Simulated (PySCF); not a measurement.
C6H13 (SMILES [CH2]CCCCC), doublet, geometry from GFN2-xTB; B3LYP5/6-31G* (PySCF).

PySCF was given this input:
```python
from pyscf import gto, scf, dft

mol = gto.M(
    atom='''
C    -2.98430396   -0.66041146   -0.04973240
C    -1.58600614   -0.51915247    0.38081968
C    -0.85691671    0.60359329   -0.40073596
C     0.57074552    0.84124676    0.08712427
C     1.52002337   -0.31817981   -0.20726247
C     2.95401446    0.02034191    0.18271071
H    -3.22259204   -1.20158113   -0.94514443
H    -3.76064498   -0.08153014    0.41167488
H    -1.53785710   -0.27248627    1.44434508
H    -1.04629639   -1.45351122    0.20928618
H    -0.84553535    0.34537543   -1.46144559
H    -1.43041506    1.52616864   -0.28778204
H     0.55920612    1.03502542    1.16245642
H     0.95525016    1.73927111   -0.40434564
H     1.48038554   -0.55392746   -1.27334677
H     1.20274833   -1.20545720    0.34319572
H     3.61586505   -0.81709521   -0.02581457
H     3.01601134    0.25037650    1.24428674
H     3.30853527    0.88474228   -0.37490878
''',
    basis='6-31g*',
    spin=1,
    verbose=4,
)

mf = dft.UKS(mol)
mf.xc = 'b3lyp5'
mf.grids.atom_grid = (99, 590)
mf.grids.prune = None
mf.kernel()
```

Question: What does PySCF print? Leave out banner, timings and long lists.

Answer: 
```
PySCF version 2.14.0

[INPUT] verbose = 4
[INPUT] num. atoms = 19
[INPUT] num. electrons = 49
[INPUT] charge = 0
[INPUT] spin (= nelec alpha-beta = 2S) = 1
[INPUT] symmetry False subgroup None
[INPUT] Mole.unit = angstrom
[INPUT] Symbol           X                Y                Z      unit          X                Y                Z       unit  Magmom
[...]
nuclear repulsion = 239.727263112306
number of shells = 62
number of NR pGTOs = 214
number of NR cGTOs = 110
basis = 6-31g*
ecp = {}

******** <class 'pyscf.dft.uks.UKS'> ********
method = UKS
initial guess = minao
damping factor = 0
level_shift factor = 0
DIIS = <class 'pyscf.scf.diis.CDIIS'>
diis_start_cycle = 1
diis_space = 8
diis_damp = 0
SCF conv_tol = 1e-09
SCF conv_tol_grad = None
SCF max_cycles = 50
direct_scf = True
direct_scf_tol = 1e-13
number electrons alpha = 25  beta = 24
XC library pyscf.dft.libxc version 7.1.2
    S. Lehtola, C. Steigemann, M. J. T. Oliveira, and M. A. L. Marques,  SoftwareX 7, 1–5 (2018)
XC functionals = b3lyp5
    P. A. M. Dirac,  Math. Proc. Cambridge Philos. Soc. 26, 376 (1930)
    F. Bloch,  Z. Phys. 57, 545 (1929)
    A. D. Becke,  Phys. Rev. A 38, 3098 (1988)
    C. Lee, W. Yang, and R. G. Parr,  Phys. Rev. B 37, 785 (1988)
    B. Miehlich, A. Savin, H. Stoll, and H. Preuss,  Chem. Phys. Lett. 157, 200 (1989)
    S. H. Vosko, L. Wilk, and M. Nusair,  Can. J. Phys. 58, 1200 (1980)
radial grids:
    Treutler-Ahlrichs [JCP 102, 346 (1995); DOI:10.1063/1.469408] (M4) radial grids

becke partition: Becke, JCP 88, 2547 (1988); DOI:10.1063/1.454033
pruning grids: None
grids dens level: 3
symmetrized grids: False
atomic radii adjust function: <function treutler_atomic_radii_adjust>
User specified grid scheme (99, 590)
small_rho_cutoff = 0
Set gradient conv threshold to 3.16228e-05
tot grids = 1109792
init E= -236.45531368972

cycle= 1 E= -236.156538552714  delta_E= 0.299  |g|= 0.345  |ddm|= 2.53
cycle= 2 E= -236.142798785318  delta_E= 0.0137  |g|= 0.39  |ddm|= 0.815
cycle= 3 E= -236.226275636656  delta_E= -0.0835  |g|= 0.0247  |ddm|= 0.433
cycle= 4 E= -236.226505609201  delta_E= -0.00023  |g|= 0.016  |ddm|= 0.0495
cycle= 5 E= -236.22664604734  delta_E= -0.00014  |g|= 0.00339  |ddm|= 0.0168
cycle= 6 E= -236.226653253007  delta_E= -7.21e-06  |g|= 0.00126  |ddm|= 0.00485
cycle= 7 E= -236.22665421816  delta_E= -9.65e-07  |g|= 0.000665  |ddm|= 0.00191
cycle= 8 E= -236.226654491343  delta_E= -2.73e-07  |g|= 0.0001  |ddm|= 0.000837
cycle= 9 E= -236.226654497646  delta_E= -6.3e-09  |g|= 4.29e-05  |ddm|= 0.000164
cycle= 10 E= -236.226654498671  delta_E= -1.03e-09  |g|= 1.88e-05  |ddm|= 5.84e-05
cycle= 11 E= -236.226654498868  delta_E= -1.97e-10  |g|= 3.42e-06  |ddm|= 2.24e-05
Extra cycle  E= -236.226654498877  delta_E= -9.27e-12  |g|= 2.66e-06  |ddm|= 7.42e-06
converged SCF energy = -236.226654498877  <S^2> = 0.75380046  2S+1 = 2.0037969
```
